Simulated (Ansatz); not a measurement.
`C[O][GaH2]`. Charge 0, multiplicity 1. All single points use the PBE0-D4/def2-TZVP geometry.

```xyz
8

C     0.560    1.091    0.050
O     0.684   -0.291    0.257
Ga   -0.632   -1.458   -0.029
H     0.754    1.629    0.984
H    -0.436    1.386   -0.309
H     1.297    1.426   -0.689
H    -1.982   -0.851   -0.539
H    -0.244   -2.932    0.275
```

Question: What is the dipole moment at r2SCAN/def2-TZVPP? (An estimate is asked.)

Answer: Computed: 1.01 D, with components (-0.90, 0.33, -0.33) D in this frame, pointing from negative to positive charge.

Question: And with PBE, B3LYP, ωB97M-V? (An estimate is asked.)

Answer: The calculation gave: PBE 0.96 D, B3LYP 1.08 D, ωB97M-V 1.12 D.

Question: Give the Mulliken charges with r2SCAN, ωB97M-V, B3LYP in def2-TZVPP. (Best estimate.)

Answer: Computed: 
```
atom  r2SCAN  ωB97M-V  B3LYP
  C1    0.04    -0.15  -0.10
  O2   -0.41    -0.41  -0.40
 Ga3    0.36     0.30   0.34
  H4    0.05     0.11   0.09
  H5    0.04     0.09   0.07
  H6    0.05     0.11   0.09
  H7   -0.08    -0.04  -0.07
  H8   -0.05    -0.01  -0.04
```

B3LYP here is the variant with VWN-RPA as its local correlation; programs differ in this.
